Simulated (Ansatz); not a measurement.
ClF2Sn, SMILES `[F][Sn]([F])[Cl]` radical at its PBE0-D4/def2-TZVP geometry, where that method's forces vanish. The species carries charge 0 and has multiplicity 2. Sn takes the def2 core potential.

| atom | x (Å) | y (Å) | z (Å) |
| --- | --- | --- | --- |
| F1 | 0.1841 | 1.6374 | 0.7508 |
| Sn2 | 0.4100 | 0.1312 | -0.4044 |
| F3 | 1.1039 | -1.2198 | 0.7563 |
| Cl4 | -1.6980 | -0.5488 | -1.1028 |

(1) For each bond, give half the difference of the two atoms' forces along it (eV/Å; positive pushes the atoms apart) under PBE-D4, r2SCAN-D4, B3LYP-D4, ωB97M-V in def2-TZVPP. (Estimate.)

## Answers

(1) The calculation gave: 
| bond | length (Å) | PBE-D4 | r2SCAN-D4 | B3LYP-D4 | ωB97M-V |
| --- | --- | --- | --- | --- | --- |
| F1–Sn2 | 1.912 | 0.58 | 0.11 | 0.31 | 0.01 |
| Sn2–F3 | 1.912 | 0.58 | 0.11 | 0.31 | 0.01 |
| Sn2–Cl4 | 2.322 | 0.24 | 0.08 | 0.28 | -0.08 |

B3LYP here is the variant with VWN-RPA as its local correlation; programs differ in this.

Results of the Gaussian-basis code of Ansatz.
